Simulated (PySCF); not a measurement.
Nb(OH)4(SH) (H5NbO4S), SMILES [Nb]([OH])([OH])([OH])([SH])[OH], multiplicity 1.

Geometry optimised at PBE0-D3(BJ)/def2-SVP. The multiplicity is an assumed one; other spin states were not compared. The def2 effective core potentials stand for the cores of Nb; spin–orbit coupling is left out. One conformer was computed; it need not be the lowest.

Vertical ionisation energy (IE) and electron affinity (EA) in eV. Rows of orbital energies are one-electron estimates. Where ΔSCF, EOM or ADC give a negative EA the extra electron is unbound and the value depends on the basis.

| level | IE | EA |
|---|---|---|
| −ε(HOMO), −ε(LUMO), ωB97X/def2-TZVP (PySCF) | 9.48 | -0.47 |
| −ε(HOMO), −ε(LUMO), PBE/def2-TZVP (PySCF) | 5.86 | 2.44 |
